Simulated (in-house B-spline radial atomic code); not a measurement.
Results of a calculation; reference values are marked as such.
**C6 from the polarisability at imaginary frequency: neutral cadmium**

TDHF linear response of the closed shell [Kr] 4d10 5s2, from a B-spline radial code for spherical atoms; scalar-relativistic (spin-free one-electron X2C), finite nucleus, no spin-orbit coupling; shells from n = 3 respond.

The dispersion coefficient of two like species is C6 = (3/π) ∫ α(iu)² du from 0 to ∞.

| u (hartree) | α(iu) (bohr³) |
| --- | --- |
| 0 | 63.79 |
| 0.03 | 62.02 |
| 0.07 | 55.35 |
| 0.12 | 44.51 |
| 0.2 | 30.21 |
| 0.3 | 19.85 |
| 0.45 | 12.49 |
| 0.7 | 7.537 |
| 1 | 5.053 |
| 1.5 | 3.173 |
| 2.5 | 1.66 |
| 5 | 0.5899 |

Question: Fit one oscillator, α(iu) = α(0)/(1 + u²/ω²), through u = 0.12 and estimate C6.

Answer: From α(0)/α(iu) − 1 = 63.79/44.51 − 1 = 0.4332, ω = u/√0.4332 = 0.1823 hartree (5.0 eV). London's formula gives C6 = (3/4) α(0)² ω = 0.75 × 63.79² × 0.1823 = 556.4 hartree·bohr⁶, and the oscillator holds f = α(0) ω² = 2.12 electrons, of a sum of oscillator strengths of 41.3.

Question: How does that compare with the full integral?

Answer: The program's quadrature over all excitations gives C6 = 615.7, so the single oscillator is off by -9.6 %. At the last point the fit gives α = 0.0847 against 0.59: higher excitations, and deeper shells where there are any, keep the true curve higher at large u.
